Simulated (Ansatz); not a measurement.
Reactions of CH7InN2O, SMILES `C[O][In]([NH2])[NH2]`.

Calculated with Ansatz (gas phase, PBE0-D4/def2-TZVP geometries, no zero-point term in ΔE). CBS: MP2 limit from def2 TZ/QZ plus the TZ coupled-cluster correction, frozen cores. This one scheme is used for every species. DFT in def2-TZVPP. B3LYP here is the variant with VWN-RPA as its local correlation; programs differ in this. def2 core potentials past Kr. For Br, In, Sn, Y outer-core shells are correlated without core-valence functions, which leaves a few kJ/mol of doubt a bond. Scalar relativity is left out up to krypton. One conformer a species, not always the lowest.

```json
{"reaction": "`C[O][In]([NH2])[NH2]` + CH₄ → `[CH3][In]([NH2])[NH2]` + CH₃OH", "ωB97X-V (eV)": "0.44", "ωB97M-V (eV)": "0.40", "CCSD(T)/def2-SVP (eV)": "0.55", "B3LYP-D4 (eV)": "0.48", "CCSD(T)/CBS(def2) (eV)": "0.44"}
{"reaction": "`C[O][In]([NH2])[NH2]` + `[CH3][Y]([OH])[F]` → `C[O][Y]([CH3])[F]` + `[NH2][In]([NH2])[OH]`", "ωB97X-V (eV)": "-0.08", "ωB97M-V (eV)": "-0.08", "CCSD(T)/def2-SVP (eV)": "-0.07", "B3LYP-D4 (eV)": "-0.10", "CCSD(T)/CBS(def2) (eV)": "-0.08"}
{"reaction": "`C[O][In]([NH2])[NH2]` + `[SiH3][SiH2]S` → `C[O][In]([NH2])[SH]` + `N[SiH2][SiH3]`", "ωB97X-V (eV)": "-0.74", "ωB97M-V (eV)": "-0.76", "CCSD(T)/def2-SVP (eV)": "-0.76", "B3LYP-D4 (eV)": "-0.77", "CCSD(T)/CBS(def2) (eV)": "-0.71"}
{"reaction": "`C[O][In]([NH2])[NH2]` + `[F][SnH2][Br]` → `[CH3][SnH]([F])[Br]` + `[NH2][In]([NH2])[OH]`", "ωB97X-V (eV)": "-1.01", "ωB97M-V (eV)": "-1.06", "CCSD(T)/def2-SVP (eV)": "-0.81", "B3LYP-D4 (eV)": "-1.01", "CCSD(T)/CBS(def2) (eV)": "-1.15"}
```

Largest T1 diagnostic: 0.015, for `[NH2][In]([NH2])[OH]`.
